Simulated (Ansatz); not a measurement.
InO3H3⁺. Charge 1, multiplicity 2. Geometry PBE0-D4/def2-SVP, that of the neutral singlet.

```xyz
7

In   -0.195   -0.139   -0.011
O     0.464   -1.518   -1.284
O     0.878    1.422    0.627
O    -2.044   -0.296    0.687
H    -2.239    0.432    1.290
H     1.372   -1.349   -1.560
H     1.765    1.446    0.252
```

In the def2 sets In takes a core potential; there is no spin–orbit coupling. At PBE-D4/def2-TZVP, r2SCAN-D4/def2-TZVP an occupied level of the charge 1 doublet lies above an empty one (by up to 0.17 eV), so this SCF solution is probably not the lowest. At PBE-D4/def2-TZVP, r2SCAN-D4/def2-TZVP the gap within one spin of the charge 1 doublet nearly closes, so an electron or hole may be smeared out by delocalisation error. The structure comes from a short search, and lower isomers may exist.

**Question.** Estimate the α-spin orbital energies around the gap (eV) in Ansatz with PBE-D4/def2-TZVP, r2SCAN-D4/def2-TZVP, PBE0-D4/def2-TZVP.

**Answer.** 
```tsv
orbital	PBE-D4/def2-TZVP	r2SCAN-D4/def2-TZVP	PBE0-D4/def2-TZVP
HOMO−5	-15.40	-15.78	-17.71
HOMO−4	-14.88	-15.61	-17.29
HOMO−3	-14.67	-15.12	-16.64
HOMO−2	-14.22	-14.65	-15.89
HOMO−1	-13.97	-14.39	-15.48
HOMO	-13.82	-14.12	-15.24
LUMO	-9.08	-8.84	-8.13
LUMO+1	-7.00	-6.65	-6.16
LUMO+2	-5.49	-4.88	-4.68
LUMO+3	-4.82	-4.16	-3.92
LUMO+4	-4.03	-3.22	-3.09
LUMO+5	-2.67	-1.86	-1.68
β HOMO	-13.10	-13.17	-13.95
β LUMO	-13.27	-13.33	-12.91
```
